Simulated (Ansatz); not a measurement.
System: CH₆O₃Sn, charge 1, multiplicity 2. 
Coordinates optimised at B3LYP-D3(BJ)/def2-TZVP (Ansatz, a first-principles code):
```
Sn
O 1 1.9293
H 2 0.9699 1 116.14
O 1 1.9293 2 116.53 3 -155.02
H 4 0.9699 1 116.14 2 -11.19
O 1 1.9293 2 116.53 3 -11.19
H 6 0.9699 1 116.14 2 -155.02
C 1 2.4251 2 100.87 3 96.89
H 8 1.0855 1 98.32 2 24.73
H 8 1.0855 9 117.94 1 104.07
H 8 1.0855 9 117.94 10 151.86
```
Charge +1, spin multiplicity 2.

Basis-set convergence of Hartree-Fock and CCSD(T) correlation energies (hartree) with Ansatz. Cores are frozen in the correlated levels unless marked. UHF or UKS for open shells. Spin-orbit coupling is left out. The frozen core is the preceding noble-gas configuration, with the filled d and f shells of earlier blocks. Past Kr the def2 sets carry scalar-relativistic core potentials.

```
basis       functions       E(HF)  E(corr, CCSD(T))
----------  ---------  ----------  ----------------
def2-SVP          112  -478.78614          -0.83572
def2-TZVPP        258         ___               ___
```

**Question.** Some entries are withheld; supply them.

**Answer.** 
- def2-TZVPP, E(HF): -479.15348
- def2-TZVPP, E(corr, CCSD(T)): -1.04713
